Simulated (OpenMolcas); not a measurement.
Cr4+: effect of the ligand basis

Cr4+ with 6 ligands (chloride) in octahedral coordination (Oh) at 2.31 Å. A charge of +0.333 e stands 2.6 Å behind each ligand.

```
Program             : OpenMolcas 26.06
Method              : SS-CASPT2, IPEA 0.25 Eh, imaginary shift 0.1 Eh (closed shells correlated: 3s 3p and the ligand valence shells)
Spin-orbit coupling : RASSI with atomic mean-field integrals over the reference wave functions
```

Fixed: metal basis ANO-RCC-VTZP, active space 2 electrons in 5 orbitals (3d), DKH2 Hamiltonian.

States (labels of O, the rotations of Oh). Energies in cm-1 above the lowest state or level, χT in cm3 K/mol; under a threefold ground state the first gap can be a small split of the lowest multiplet, not the spin-orbit step.

| Run | Ligand basis | Ground state | First state of that spin | First gap with spin-orbit (degeneracies) | χT at 300 K | First state of another spin | Cost |
| --- | --- | --- | --- | --- | --- | --- | --- |
| A | ANO-RCC-VDZP | 3T1 | 3T2 23260 | 5 (2, 3) | 0.757 | 1T2 8480 | roughly 100 core-seconds |
| B | ANO-RCC-VTZP | 3T1 | 3T2 22780 | 5 (2, 3) | 0.756 | 2S+1 = 1: 8340 | roughly 8 core-minutes |

Against A, the first state of the same spin changes by -2.1 % in B.

Costs are those of the CASPT2 steps.

Roots that are degenerate in the reference are averaged as groups; the widest CASPT2 spread within a group is 380 cm-1 (the 2-fold group of multiplicity 1 near 53700 cm-1 above the lowest state of its run, A). Shifts and gaps below about the spread of the groups concerned are not significant. Over all roots computed the reference weight is 0.60 to 0.63 in A, 0.58 to 0.60 in B; a low but even weight reflects the number of correlated electrons. An orbital triplet at a regular site is open to Jahn-Teller coupling, which can distort the site and quench the lowest spin-orbit gaps and is left out. Ligand-to-metal charge-transfer states are missing. These CASPT2 states fit no ligand-field parameters well, so their order and spin gaps are uncertain. With no ligand orbital active B as a rule stays too high, so bands that hang on it stand too high and its fall with covalency is understated. With one d shell and no ligand orbital active, 10Dq can be off by a tenth or more. The least metal-like active orbital is 74 % on the metal (Löwdin) and no ligand orbital is active, so the numbers are rough (holds for A). The least metal-like active orbital is 73 % on the metal (Löwdin) and no ligand orbital is active, so the numbers are rough (holds for B). No measured value stands beside these numbers; the geometry is a model, was not optimised and need not be the one that this ion takes.

A state without a sure symmetry label is named by its multiplicity alone.
